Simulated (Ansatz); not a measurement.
C3H8, charge +1, doublet, at a GFN2-xTB geometry (a state made from the parent by changing its charge; the spin is typed, not shown lowest); MP2/6-31G** run with Ansatz (a first-principles code).

Here is a job for Ansatz.
Ansatz 0.2 input:
```yaml
crystal:
  periodic: [false, false, false]
  atoms:
    - {symbol: C, position_ang: [1.16119233, 0.51045300, -0.28319118]}
    - {symbol: C, position_ang: [0.10324296, -0.51099326, -0.05406700]}
    - {symbol: C, position_ang: [-1.25563572, -0.04301253, 0.33264996]}
    - {symbol: H, position_ang: [2.03156328, 0.08772002, -0.78312997]}
    - {symbol: H, position_ang: [0.78175637, 1.38804567, -0.81681340]}
    - {symbol: H, position_ang: [1.53408150, 0.93717338, 0.66136221]}
    - {symbol: H, position_ang: [0.48337960, -1.27056316, 0.66551562]}
    - {symbol: H, position_ang: [0.01511879, -1.19671715, -0.92657277]}
    - {symbol: H, position_ang: [-1.87576720, -0.85882101, 0.70154158]}
    - {symbol: H, position_ang: [-1.22104897, 0.78620005, 1.04686524]}
    - {symbol: H, position_ang: [-1.80188075, 0.38827889, -0.52111921]}
basis:
  gaussian:
    orbitals: 6-31G__.json
total_charge: 1
magnetization: {spin_polarized: true, initial_magnetization: 1}
correlation: {method: mp2}
```
The basis file holds 6-31G** in the JSON format of the Basis Set Exchange.

Question: What does Ansatz print? Leave out banner, timings and long lists.

Answer: 
```
Functional definition: HF
848 factors; integrals over basis functions are off by at most 1.1e-3 eV
mean field evaluation 1: about -3204.1333 eV, gradient 2.4e1 eV
mean field evaluation 2: about -3204.1746 eV, gradient 2.4e1 eV
mean field evaluation 4: about -3207.1751 eV, gradient 2.2e0 eV
mean field evaluation 8: about -3207.2843 eV, gradient 3.2e-1 eV
mean field evaluation 16: about -3206.3810 eV, gradient 2.1e0 eV
mean field evaluation 32: about -3207.1129 eV, gradient 2.2e0 eV
mean field evaluation 64: about -3207.2835 eV, gradient 2.9e-1 eV
mean field -3207.28873079 eV, -117.8656868782 hartree, gradient 8.0e-6 eV, S^2 0.763210; 8 other end points of the search recorded, 0 dependent functions left out
3 core orbitals not correlated
reference -3207.28873079 eV, -117.8656868782 hartree; 10, 9 occupied and 72, 73 virtual orbitals, 848 factors
second order -11.85341284 eV of doubles, -0.00000000 eV of singles
Total energy: -3219.14214363 eV, -118.3012917655 hartree
```
